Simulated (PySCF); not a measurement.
Predicted microwave data (PBE0/def2-SVPD in PySCF (dipole) on a GFN2-xTB geometry, gas phase) for one isomer of C8H12:

| Property | Result |
| --- | --- |
| Rotational constants | A = 6474, B = 943.3, C = 929.2 MHz |
| Dipole components | \|μa\| = 0.09 D, \|μb\| = 0.00 D, \|μc\| = 0.21 D |
| Inertial defect | -69.93 u·Å² |
| κ | -0.99 |

Question: Which candidate fits, each taken in the one conformer that was computed?
A. `[CH3:1][C:2]1=[CH:3][CH:4]=[CH:5][C@@H:6]([CH3:7])[CH2:8]1` with C2–C3–C4–C5 -13°, C4–C5–C6–C7 -91°, C5–C6–C8–C2 -44°, C1–C2–C8–C6 -151°
B. `[CH3:1][CH2:2][C@@H:3]1[C@H:4]2[CH2:5][C@@H:6]3[C@H:7]2[C@H:8]13` with C1–C2–C3–C4 -77°
C. `[CH2:1]=[C:2]([CH3:3])/[CH:4]=[CH:5]\[C:6](=[CH2:7])[CH3:8]` with C1–C2–C4–C5 -131°, C4–C5–C6–C7 -133°
D. `[CH2:1]=[CH:2][C@H:3]1[CH2:4][C@H:5]2[CH2:6][C@H:7]2[CH2:8]1` with C1–C2–C3–C4 121°, C2–C3–C4–C5 151°, C3–C4–C5–C6 -82°, C4–C5–C6–C7 97°, C5–C6–C7–C8 -97°
E. `[CH:1](=[C:2]1[CH2:3][CH2:4]1)[CH:5]1[CH2:6][CH2:7][CH2:8]1` with C2–C1–C5–C6 129°, C1–C2–C3–C4 180°, C1–C5–C6–C7 130°, C5–C6–C7–C8 -11°, C6–C7–C8–C5 11°

Answer: E. It is C(=C1CC1)C1CCC1, a near-prolate asymmetric top, point group Cs. The candidates at the same level (rigid rotor, commonest isotopes):

| SMILES | A (MHz) | B (MHz) | C (MHz) | μa (D) | μb (D) | μc (D) | Δ (u·Å²) | point group | rotor |
| --- | --- | --- | --- | --- | --- | --- | --- | --- | --- |
| C=C(C)/C=C\C(=C)C | 3468 | 1314 | 1268 | 0.01 | 0.14 | 0.02 | -131.69 | – | near-prolate asymmetric top |
| CC[C@@H]1[C@H]2C[C@@H]3[C@H]2[C@@H]31 | 4946 | 1551 | 1397 | 0.04 | 0.15 | 0.18 | -66.38 | C1 | near-prolate asymmetric top |
| C(=C1CC1)C1CCC1 | 6474 | 943.3 | 929.2 | 0.09 | 0.00 | 0.21 | -69.93 | Cs | near-prolate asymmetric top |
| CC1=CC=C[C@@H](C)C1 | 3098 | 1895 | 1415 | 0.21 | 0.60 | 0.14 | -72.75 | C1 | asymmetric top |
| C=C[C@H]1C[C@H]2C[C@H]2C1 | 5314 | 1316 | 1198 | 0.41 | 0.00 | 0.26 | -57.38 | Cs | near-prolate asymmetric top |

`CC[C@@H]1[C@H]2C[C@@H]3[C@H]2[C@@H]31` has B 64 % too high; `CC1=CC=C[C@@H](C)C1` has B 101 % too high; `C=C(C)/C=C\C(=C)C` has A 46 % too low; `C=C[C@H]1C[C@H]2C[C@H]2C1` has B 40 % too high. In the right answer the mirror of this Cs structure is the ac plane, so μb vanishes by symmetry. No structure here is proved a minimum.
